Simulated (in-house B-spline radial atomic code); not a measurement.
Nb⁵⁺. Computed with a B-spline radial atomic code. Model: all-electron spherical atom, spin shells full or empty, radial basis limit, no spin-orbit coupling, Breit or QED, empty-state partial waves extrapolated as (l+1/2)^-4, RPA, G0W0 and static COHSEX of the highest shell as one setting changes (uncorrelated shells keep exact exchange).

Given: element Nb; charge 5; filled core Ar; hamiltonian one-electron scalar X2C; mean-field start PBE0; highest l of empty states 9; nuclear rms radius 4.324 fm; highest mean-field shell 4p.

Shell: 3d 5 5, 4s 1 1, 4p 3 3 (electrons up and down).

```
lowest nl shells left uncorrelated  RPA correlation energy (hartree)  G0W0 level (eV)  G0W0 minus most complete (meV)  COHSEX level (eV)  linearised minus solved G0W0 (meV)
                                 0                           -2.6993          -102.99                               0            -105.94                                  -7
                                 1                                 ?                ?                               ?                  ?                                   ?
                                 2                           -2.3525          -102.99                               3            -105.94                                  -7
                                 3                           -1.8288          -102.97                            16.5            -105.91                                  -7
                                 4                                 ?                ?                               ?                  ?                                   ?
                                 5                           -1.1535          -103.05                           -59.8            -106.03                                -7.2
                                 6                           -0.3981          -102.71                           284.2            -105.42                                -6.6
                                 7                          -0.27653          -103.37                          -377.4            -105.96                                -2.4
```

Question: What follows for lowest nl shells left uncorrelated = 1?

Answer: RPA correlation energy -2.5375 hartree; G0W0 level -102.99 eV; G0W0 minus most complete 2 meV; COHSEX level -105.94 eV; linearised minus solved G0W0 -7 meV.

Question: What follows for lowest nl shells left uncorrelated = 4?

Answer: RPA correlation energy -1.655 hartree; G0W0 level -102.98 eV; G0W0 minus most complete 10.2 meV; COHSEX level -105.91 eV; linearised minus solved G0W0 -7 meV.
